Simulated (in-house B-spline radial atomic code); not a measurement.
**BHandHLYP excitations of Ru8+**

Method: BHandHLYP. Computed with an all-electron radial atomic-structure program (B-spline basis): linear response of the closed shell [Ar] 3d10 4s2 4p6 with the functional's adiabatic kernel; scalar-relativistic (spin-free one-electron X2C), finite nucleus, no spin-orbit coupling, no double excitations, S, P, D and F terms only; shells from n = 2 respond. Only terms of natural parity with L up to 3 were computed.

Command:
```bash
python run_td.py task.json out
```
Settings (radii: box in bohr, nucleus in fm):
```
Z                        44
electrons                36
configuration            [Ar] 3d10 4s2 4p6
hamiltonian              x2c
method                   bhandhlyp
box_radius               11.59
rms_radius               4.4809
intervals                69
```

Cost of the run: 3 s on 1 thread of Arm Neoverse N1 (shared host).

The lowest states, in the order of their Tamm-Dancoff energies; the method's threshold (minus the highest occupied level) is 174.77 eV. Labels give the largest channel, * marks a mixed state, and oscillator strengths are full-response dipole values. Semilocal kernels can invert the small singlet-triplet splittings of Rydberg terms. Energies in eV:

| state | full response | Tamm-Dancoff | oscillator strength |
| --- | --- | --- | --- |
| 4p → 4d 3P | 46.13 | 46.24 | - |
| 4p → 4d 3F | 46.86 | 47.12 | - |
| 4p → 4d 1F | 50.50 | 50.54 | - |
| 4p → 4d 1P | 61.78 | 63.96 | 5.31 |
| 4p → 5s 3P | ? | ? | - |
| 4p → 5s 1P | 81.14 | 81.16 | 0.607 |
| 4s → 4d 3D | 82.44 | 82.51 | - |
| 4s → 4d 1D | 87.53 | 87.65 | - |
| 4p → 5p 3S | 90.01 | 90.04 | - |
| 4p → 5p 3D | 91.25 | 91.26 | - |
| 4p → 5p 1D | 92.15 | 92.16 | - |
| 4p → 5p 1S | 95.72 | 95.98 | - |
| 4p → 4f 3D | 96.82 | 96.84 | - |
| 4p → 4f 1D | 101.11 | 101.30 | - |
| 4p → 5d 3P | 108.53 | 108.55 | - |
| 4p → 5d 3F | 108.86 | 108.88 | - |
| 4p → 5d 1F | 109.56 | 109.57 | - |
| 4p → 5d 1P | 110.79 | 111.03 | 0.0012 |
| 4s → 5s 3S | 115.99 | 116.00 | - |
| 4s → 5s 1S | ? | ? | - |
| 4p → 6s 3P | 120.69 | 120.70 | - |
| 4p → 6s 1P | 121.06 | 121.07 | 0.133 |

Task: Where does 4p → 5s 3P lie?

Result: At 80.02 eV in full response, 80.03 eV in Tamm-Dancoff.

Task: Where does 4s → 5s 1S lie?

Result: At 117.70 eV in full response, 117.78 eV in Tamm-Dancoff.

Task: How large is the singlet-triplet splitting of 4p → 4d (F terms) in Tamm-Dancoff?

Result: 3.42 eV, from the unrounded values.

Task: What polarisabilities and dispersion coefficient does the method give?

Result: Dipole 1.175 bohr³, quadrupole 1.279 bohr⁵, C6 2.619 hartree·bohr⁶ for two such species.
